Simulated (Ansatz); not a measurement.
A nudged elastic band was laid between two geometries of C2H7BO2 (12 atoms, charge 0, multiplicity 1).

Method: Ansatz, RKS B3LYP-D4/def2-SVP.

* movable images: 7
* climbing image: yes
* spring: 5.0 eV/Å²
* optimiser: fire
* start path: through a guess of the saddle point
* force threshold: 0.03 eV/Å
* iteration limit: 60
* end points: relaxed
* largest step: 0.5 Å

Image 0:

```xyz
12
Properties=species:S:1:pos:R:3
B -0.098 0.126 -0.514
O 1.132 -0.063 -1.086
O -0.333 -0.118 0.815
C 0.664 -0.572 1.699
H 1.537 0.108 1.731
C -1.280 0.660 -1.406
H 1.815 -0.373 -0.480
H 1.019 -1.586 1.438
H 0.239 -0.615 2.713
H -1.298 0.163 -2.389
H -2.258 0.533 -0.918
H -1.139 1.737 -1.603
```

Image 8:

```xyz
12
Properties=species:S:1:pos:R:3
B -0.450 -0.152 0.102
O 1.808 0.248 -0.764
O -0.121 -1.436 0.360
C -0.079 -0.512 1.541
H 2.361 0.518 -0.017
C -1.194 0.649 -0.998
H 1.770 -0.718 -0.684
H 0.931 -0.381 1.950
H -0.828 -0.765 2.301
H -1.071 0.194 -1.993
H -2.273 0.659 -0.758
H -0.855 1.695 -1.040
```

Q: Which bonds break or form, and what moves?

A: Bonds broken: B1–O2, C4–H5. Bonds formed: B1–C4, O2–H5. C2H7BO2 becomes C2H5BO + H2O.

Q: What energy profile does the band end with?

A: It did not converge within its limit. The highest image is number 5 of 0 to 8, 347.3 kJ/mol above the first end and 71.7 kJ/mol above the last; the last end lies 275.7 kJ/mol above the first. The band didn't meet its force threshold, so its energies are provisional: the largest band force was still 0.06 eV/Å, and over the last iterations the top stayed at 3.60 eV. The orbitals stay closed-shell, which can raise the energy where a bond breaks towards radicals; this wasn't checked here.

| image | path coordinate (Å) | energy (kJ/mol) | B1–O2 (Å) | C4–H5 (Å) | B1–C4 (Å) |
| --- | --- | --- | --- | --- | --- |
| 0 | 0.00 | 0.0 | 1.37 | 1.11 | 2.44 |
| 1 | 0.71 | 6.5 | 1.37 | 1.11 | 2.45 |
| 2 | 1.42 | 22.6 | 1.37 | 1.10 | 2.42 |
| 3 | 2.14 | 43.1 | 1.37 | 1.10 | 2.29 |
| 4 | 2.86 | 132.4 | 1.40 | 1.14 | 2.00 |
| 5 | 3.57 | 347.3 | 1.61 | 1.53 | 1.67 |
| 6 | 4.18 | 292.7 | 1.81 | 2.08 | 1.56 |
| 7 | 4.78 | 276.3 | 2.01 | 2.63 | 1.54 |
| 8 | 5.39 | 275.7 | 2.45 | 3.07 | 1.53 |

The band took 60 iterations and about 30 core-minutes.

Run time: 16 min on 2 threads of Intel(R) Xeon(R) Platinum 8488C (Sapphire Rapids), on a shared host, peak memory 0.24 GiB.
